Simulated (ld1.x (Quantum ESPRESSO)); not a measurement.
Before and after: ultrasoft potential for F

```json
{
 "Element": "fluorine",
 "Generator": "ld1.x (Quantum ESPRESSO) 7.5",
 "Type": "ultrasoft",
 "Functional": "PBE",
 "Relativity": "non-relativistic",
 "Frozen core": "[He]",
 "Valence charge": "7",
 "Reference configuration": "2s2 2p4 (charge +1)",
 "Partial waves": "2s (bound): rcut 0.55, rcutus 0.70 bohr; 2s channel at -2.75 Ry: rcut 0.55, rcutus 0.70 bohr; 2p (bound): rcut 1.05, rcutus 1.35 bohr; 2p channel at -1.65 Ry: rcut 1.05, rcutus 1.35 bohr",
 "Local potential": "all-electron potential smoothed inside 1.05 bohr (lloc = -1)",
 "Core correction": "Bessel-smoothed model core, default radius (core density twice the valence density)",
 "Augmentation charge": "PSQ, inside the norm-conserving radii"
}
```

Change: all radii but the core radius scaled by about 0.83 (s 0.58, p 1.12 bohr, rcut 0.46/0.88); local potential all-electron potential smoothed inside 0.88 bohr (lloc = -1).

Cutoffs: the cutoffs (Ry, on a coarse ladder) from which the occupation-weighted sum of valence levels, in a spherical-Bessel basis at the reference potential, stays within 10 and 1 mRy of its value at 400 Ry; they do not see the model core or the augmentation charge, which bear on the density cutoff. Errors are all-electron minus pseudo energies relative to the spin-unpolarised reference configuration.

Q: How do hardness, ghosts and transferability respond?

A: The potential gets harder (70 Ry and 110 Ry → 110 Ry and 200 Ry); both files keep a bound ghost (s); of the 7 tests that both files solve, the error grows in 7 and shrinks in 0 by more than 15 % and 0.3 meV (median size 18.0 → 34.3 meV). A smaller radius makes the pseudo-wave follow the all-electron one further in, where it bends more sharply, so more plane waves are needed. That the errors move this way runs against the usual rule that smaller radii transfer better.

| quantity | base | changed |
| --- | --- | --- |
| cutoff, loose | 70 Ry | 110 Ry |
| cutoff, tight | 110 Ry | 200 Ry |
| loose cutoff by channel (10 mRy a level) | s 60 Ry, p 35 Ry | s 100 Ry, p 50 Ry |
| bound ghosts | s | s |
| error for 2s2 2p5, meV [ΔE -19.40 eV] | +9.6 | +14 |
| error for 2s2 2p3, meV [ΔE 38.39 eV] | +18 | +34 |
| error for 2s2 2p2, meV [ΔE 99.04 eV] | +74 | +157 |
| error for 2s2 2p4.5, meV [ΔE -11.85 eV] | +3.1 | +4.7 |
| error for 2s1 2p6, meV [ΔE -0.68 eV] | +27 | +53 |
| error for 2s2 2p5.3, meV [ΔE -22.07 eV] | +14 | +20 |
| error for 2s2 2p1, meV [ΔE 184.84 eV] | +126 | +369 |
| lowest overlap eigenvalue by channel | s 0.60, p 0.94 | s 0.75, p 0.93 |

 A true bound ghost makes a file unfit for plane-wave use even where its test errors are small: the radial tests pick states by their node count and pass the ghost by.
